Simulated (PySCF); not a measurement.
# Working out the ionisation energy of P(2+)

P(2+) [Ne] 3s2 3p1 (2P) → P(3+) [Ne] 3s2 (1S). Calculation: PySCF 2.14, in def2-TZVPPD (6s5p4d1f, 48 functions); the non-relativistic Hamiltonian (point nucleus). Frozen: 1s2. Energies in hartree (1 hartree = 27.21139 eV):

| part | P(2+) (lower) | P(3+) (upper) |
| --- | --- | --- |
| UHF | -339.641728 | -338.554001 |
| MP2 opposite-spin | -0.150706 | -0.142909 |
| MP2 same-spin | -0.049882 | -0.046670 |

Question: What does Hartree-Fock give?

Answer: (-338.554001) − (-339.641728) = 1.087727 hartree = 29.599 eV.

Question: What do MP2 and SCS-MP2 (6/5 opposite-spin, 1/3 same-spin) give?

Answer: The opposite-spin parts differ by 0.212 eV and the same-spin parts by 0.087 eV. MP2: 29.599 + (0.212) + (0.087) = 29.898 eV. SCS-MP2: 29.599 + 1.2 × (0.212) + (0.087)/3 = 29.882 eV.

A first-order spin-orbit estimate adds 0.042 eV to MP2 (valence and next inner shell), giving 29.940 eV against 30.203 eV (measured; NIST Atomic Spectra Database, ionization energies).

What remains against the reference includes basis incompleteness, the frozen core and correlation beyond second order.
